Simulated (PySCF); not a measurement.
TDDFT excited states: C3H12GeNOP

Species: C₃H₁₂GeNOP.
SMILES: `C[O][Ge@@H]([PH2])[N](C)C`

Computed with TDDFT B3LYP/def2-SVPD, vertical, gas phase, core orbitals frozen in the response (PySCF 2.14.0, density-fitted response routines). Isolated species at its PBE0-D3(BJ)/def2-SVP geometry (one conformer only). Relativistic effects, spin–orbit coupling among them, are left out although an element past zinc is present. Torsions of this conformer, `[CH3:1][O:2][Ge@@H:3]([PH2:4])[N:5]([CH3:6])[CH3:7]`: C1–O2–Ge3–P4 -60°, O2–Ge3–N5–C6 75°, H–P4–Ge3–O2 -161°, H–P4–Ge3–O2 -67°.

**Question.** Predict the UV-vis stick spectrum at this level.

**Answer.** 

```csv
state,E (eV),E (hartree),f,|μ| (D),"main configurations (H = HOMO, L = LUMO)"
S1,5.16,0.1896,0.0094,0.69,H→L (98%)
S2,5.55,0.2038,0.0039,0.43,H→L+1 (97%)
S3,5.59,0.2054,0.0055,0.51,H→L+2 (94%)
S4,5.98,0.2197,0.012,0.73,H→L+3 (89%)
S5,6.14,0.2255,0.0075,0.57,"H-1→L+1 (58%), H-1→L (32%)"
S6,6.23,0.2288,0.066,1.67,H→L+4 (87%)
```

The lowest singlet lies at 5.16 eV (240 nm, ultraviolet) and is weak; its leading configuration is HOMO→LUMO (98%). The most intense listed level is S6 at 6.23 eV (199 nm, f = 0.066), 1.07 eV above S1. It is the last of those listed, so stronger ones may follow. Löwdin shares by element: HOMO nitrogen 54%, carbon 18% or more, oxygen 6% (atoms not listed hold the other 21%); LUMO phosphorus 28%, germanium 20%, hydrogen 16% or more (atoms not listed hold the other 36%). Orbital energies (eV): HOMO-3 -8.31, HOMO-2 -7.91, HOMO-1 -7.08, HOMO -6.17, LUMO -0.15, LUMO+1 0.16, LUMO+2 0.27. Weighted by f, the mean energy of these states is 6.04 eV. The listed states span 1.07 eV. Singlets were solved by full linear response.
